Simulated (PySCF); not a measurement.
Br₂Se. Atoms are numbered in the order given.

```xyz
3

Se     0.0000     0.0000     0.9737
Br     0.0000     1.8088    -0.4729
Br     0.0000    -1.8088    -0.4729
```
Charge 0, spin multiplicity 1.

Geometry optimised at PBE0-D3(BJ)/def2-SVP.

Method: PBE/def2-TZVPD (PySCF).

Symmetry labels are those of the subgroup C2v that the program uses (full group C2v).

Task: List the valence orbital energies around the gap with their symmetry. (Estimate from the structure and the level; the computed values follow.)

Result: 
```
orbital  symmetry  energy (eV)
-------  --------  -----------
HOMO−7         A1       -16.69
HOMO−6         B2       -10.79
HOMO−5         A1        -9.87
HOMO−4         B1        -8.80
HOMO−3         A1        -7.93
HOMO−2         A2        -7.71
HOMO−1         B2        -7.58
HOMO           B1        -5.74
LUMO           A1        -3.94
LUMO+1         B2        -3.46
LUMO+2         A1        -0.09
LUMO+3         B2         0.31
```
